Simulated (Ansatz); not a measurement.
`[F][GeH2][Br]` and `[F][GeH2][GaH2]` differ in one atom or group.

Ansatz, PBE0-D4/def2-TZVP geometries, multiplicity 1. 

Scalar relativity is left out up to krypton. Spin–orbit coupling is left out; it splits and shifts lone-pair levels of the heavy atoms by tenths of an eV.

| property | `[F][GeH2][Br]` |
| --- | --- |
| HOMO energy (B3LYP/def2-TZVPP) / eV | -8.41 |
| LUMO energy (PBE0/def2-TZVPP) / eV | -0.67 |
| LUMO energy (ωB97M-V/def2-TZVPP) / eV | 1.26 |
| size of the dipole moment (B3LYP/def2-TZVPP) / D | 2.15 |
| LUMO energy (PBE/def2-TZVPP) / eV | -1.61 |
| ideal-gas entropy at 298 K and 1 bar (rigid rotor, harmonic PBE0-D4/def2-TZVP) / J/(mol·K) | 307 |

(1) What does the change do to each property? (Estimate.)

## Answers

(1) The calculation gave: 
```csv
property,`[F][GeH2][GaH2]`,shift
HOMO energy (B3LYP/def2-TZVPP) / eV,-7.61,0.80
LUMO energy (PBE0/def2-TZVPP) / eV,-2.40,-1.73
LUMO energy (ωB97M-V/def2-TZVPP) / eV,-0.67,-1.93
size of the dipole moment (B3LYP/def2-TZVPP) / D,2.31,0.16
LUMO energy (PBE/def2-TZVPP) / eV,-3.18,-1.57
"ideal-gas entropy at 298 K and 1 bar (rigid rotor, harmonic PBE0-D4/def2-TZVP) / J/(mol·K)",338,31
```

With PBE0 the HOMO rises by 0.87 eV and the LUMO falls by 1.73 eV, so the gap narrows by about 2.60 eV. PBE moves the HOMO by 0.71 eV and ωB97M-V by 1.05 eV. The zero-point energy changes by 31.2 kJ/mol with +6 modes. Dipoles are sizes alone; their direction can turn.

B3LYP here is the variant with VWN-RPA as its local correlation; programs differ in this.
